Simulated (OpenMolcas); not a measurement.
# Te2+: effect of correlating more closed shells

```
Program             : OpenMolcas
Basis               : ANO-RCC-VTZP [7s6p4d2f1g]
Scalar Hamiltonian  : DKH2, point nucleus
Active space        : 2 electrons in 3 orbitals (5p)
State averaging     : 2S+1 = 3 even, 3 roots; 2S+1 = 1 even, 6 roots
Spin-orbit coupling : RASSI with atomic mean-field integrals over the reference wave functions, term energies averaged over their components
```

Methods on the same reference wave functions:
A. CASSCF
B. SS-CASPT2, IPEA 0.25 Eh, imaginary shift 0.1 Eh (closed shells correlated: 5s)
C. SS-CASPT2, IPEA 0.25 Eh, imaginary shift 0.1 Eh (closed shells correlated: 4d 5s)
D. SS-CASPT2, IPEA 0.25 Eh, imaginary shift 0.1 Eh (closed shells correlated: 4s 4p 4d 5s)

Energies in cm⁻¹ above 5s² 5p² ³P₀, the measured ground level; measured values from the list in Zhang, Palmeri, Quinet and Biemont, Astron. Astrophys. 551, A136 (2013).

```
      Level      A      B      C      D  Measured
5s² 5p² ³P₀    0.0    0.0    0.0    0.0       0.0
5s² 5p² ³P₁   3867   4110   4130   4150      4757
5s² 5p² ³P₂   7524   7410   7410   7410      8167
5s² 5p² ¹D₂  18356  16450  16370  16280     17360
5s² 5p² ¹S₀  34645  30050  29680  29390     30398
```

Deviations, from unrounded energies. A percentage is the sum of absolute deviations over the sum of measured energies, with the sign that they share, or ± where signs differ.

```tsv
Against measurement	Levels	A	B	C	D
mean absolute deviation (cm-1)	4	1700	670	770	860
fine structure of the ground term (%)	2	-11.9	-10.9	-10.7	-10.6
other terms of the ground configuration (%)	2	+11.0	-2.6	-3.6	-4.4
```

B lies closest to measurement on these levels and A furthest from it. The largest miss of B in the table is 5s² 5p² ¹D₂, by -910 cm-1. The ranking rests on the paired levels alone, and a cruder setting can come out closer through cancelling errors.

Among B to D the level of the table that moves most is 5s² 5p² ¹S₀, by 660 cm-1 (lowest in D, highest in B). Moves below CASPT2's spread within the term are not significant.

From A to B the spin-free energies of the other terms of 5s² 5p² shown, above ³P, scale by factors of 0.77 to 0.81.

The lowest spin-free term lies below A's lowest term by 0.048 hartree in B, 0.488 hartree in C, 0.651 hartree in D.

What an inner shell adds also hangs on whether the basis holds functions to correlate it.

CASPT2 does not keep the components of a term degenerate, so their means are used; among the terms shown or strongly mixed into the levels shown the widest spread is 130 cm-1 (5s² 5p² ¹D, B). With the s shell closed, the reference lacks s² → p² mixing. Computed and measured levels are paired by configuration, term and J; levels that our copy of the source lacks, or whose pairing is in doubt (as where it misses far off the trend of its configuration), stay unpaired and out of the deviations. Only configurations of the active space appear.
